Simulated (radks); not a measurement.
Spherical quantum dot in the effective-mass picture: electrons in a parabolic well V = omega^2 r^2 / 2 with omega = 0.866, with a point charge +2 (a donor) at the centre, all in effective atomic units (hartree* = m*/eps^2 hartree, bohr* = eps/m* bohr), one dielectric constant everywhere. Method: non-relativistic Kohn-Sham, exchange-only LDA, spin-polarised, spherical densities; computed with a radial shooting solver with Libxc functionals. Levels are named by radial order and angular momentum (1s, 1p, 1d, 2s, ...), and open shells are averaged over m. Results are scaled to m* = 0.12 and eps = 17, for which hartree* = 11.3 meV and bohr* = 7.497 nm. Each electron was tried in the lowest free levels, single moves between levels near the top were tried too, and the lowest total energy was kept; such a search can miss a lower state. At N = 1 the Hartree and exchange-correlation terms need not cancel, so that row can carry a self-interaction error.

N,open shells,2S,E (meV),mu = E(N) - E(N-1) (meV),addition energy mu(N+1) - mu(N) (meV),e(HOMO) (meV),rms radius (nm)
1,"1s(up 1, down 0)",1,-18.7564,-18.756,14.58,-13.227,5.766
2,none,0,-22.9330,-4.1765,27.15,0.30296,6.504
3,"1p(up 1, down 0)",1,0.0366654,22.970,5.421,25.630,8.893
4,"1p(up 2, down 0)",2,28.4272,28.391,5.504,31.153,10.11
5,"1p(up 3, down 0)",3,62.3212,33.894,7.499,36.616,10.94
6,"1p(up 3, down 1)",2,103.714,41.393,4.629,43.646,11.66
7,"1p(up 3, down 2)",1,149.737,46.022,4.785,48.414,12.25
8,none,0,200.543,50.807,7.184,53.193,12.76
9,"2s(up 1, down 0)",1,258.534,57.990,4.932,60.187,13.39
10,none,0,321.457,62.923,8.873,65.077,13.94
11,"1d(up 1, down 0)",1,393.252,71.796,3.964,73.781,14.47
12,"1d(up 2, down 0)",2,469.012,75.760,3.937,77.734,14.95
13,"1d(up 3, down 0)",3,548.709,79.697,3.899,81.653,15.38
14,"1d(up 4, down 0)",4,632.306,83.596,3.857,85.532,15.78
15,"1d(up 5, down 0)",5,719.759,87.453,5.066,89.367,16.14
16,"1d(up 5, down 1)",4,812.278,92.520,3.618,94.329,16.49
17,"1d(up 5, down 2)",3,908.416,96.138,3.607,97.944,16.82
18,"1d(up 5, down 3)",2,1008.16,99.744,3.585,101.54,17.14
19,"1d(up 5, down 4)",1,1111.49,103.33,3.557,105.11,17.43
20,none,0,1218.38,106.89,9.245,108.66,17.72
21,"1f(up 1, down 0)",1,1334.51,116.13,3.282,117.77,18.05
22,"1f(up 2, down 0)",2,1453.92,119.41,3.264,121.05,18.36
23,"1f(up 3, down 0)",3,1576.60,122.68,3.245,124.30,18.66
24,"1f(up 4, down 0)",4,1702.52,125.92,3.224,127.54,18.94
25,"1f(up 5, down 0)",5,1831.67,129.15,3.202,130.75,19.21
26,"1f(up 6, down 0)",6,1964.01,132.35,3.180,133.94,19.47
27,"1f(up 7, down 0)",7,2099.54,135.53,3.588,137.11,19.72
28,"1f(up 7, down 0) 2p(up 1, down 0)",8,2238.66,139.12,3.224,140.73,19.96
29,"1f(up 7, down 0) 2p(up 2, down 0)",9,2381.00,142.34,3.213,143.95,20.19
30,"1f(up 7, down 0) 2p(up 3, down 0)",10,2526.55,145.55,3.625,147.15,20.42
31,"1f(up 7, down 1) 2p(up 3, down 0)",9,2675.73,149.18,2.982,150.67,20.64
32,"1f(up 7, down 2) 2p(up 3, down 0)",8,2827.89,152.16,2.972,153.65,20.85
33,"1f(up 7, down 3) 2p(up 3, down 0)",7,2983.02,155.13,2.960,156.61,21.06
34,"1f(up 7, down 4) 2p(up 3, down 0)",6,3141.11,158.09,2.947,159.57,21.26
35,"1f(up 7, down 5) 2p(up 3, down 0)",5,3302.15,161.04,2.932,162.51,21.46
36,"1f(up 7, down 6) 2p(up 3, down 0)",4,3466.12,163.97,-,165.43,21.65

All shells are closed at N = 2, 8, 10, 20 (there: 1s2 1p6 1d10 2s2); the second difference of the energy has clear peaks (12 % above both neighbours; the first and last values, which can be the largest, are not judged, and half-filled shells can peak too) at N = 2, 5, 8, 10, 15, 20, 30.
